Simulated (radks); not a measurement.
Question: Sn, configuration [Kr] 4d10 5s2 5p2. Method: Dirac Kohn-Sham, LDA (Slater exchange, Perdew-Wang correlation), spin-unpolarised, spherical densities, finite nucleus; open shells fill j = l - 1/2 first; Fermi nuclear charge, rms radius 4.6519 fm; computed with a radial shooting solver on a logarithmic mesh with Libxc functionals.

Spin-orbit splittings of the eigenvalues, e(l+1/2) - e(l-1/2), with zeta = 2 splitting/(2l+1) and mean radii in bohr:

| shell | occ. | splitting (eV) | zeta (eV) | <r> j=l-1/2 | <r> j=l+1/2 |
|---|---|---|---|---|---|
| 2p | 6 | 230.3 | 153.5 | 0.1058 | 0.1112 |
| 3p | 6 | 42.05 | 28.03 | 0.3303 | 0.3415 |
| 3d | 10 | 8.689 | 3.476 | 0.3127 | 0.3163 |
| 4p | 6 | 7.654 | 5.103 | 0.8653 | 0.8957 |
| 4d | 10 | ? | ? | 1.093 | 1.108 |
| 5p | 2 | 0.4553 | 0.3036 | 3.139 | 3.300 |

Estimate the 4d splitting.

Answer: 1.048 eV (zeta = 0.4193 eV).
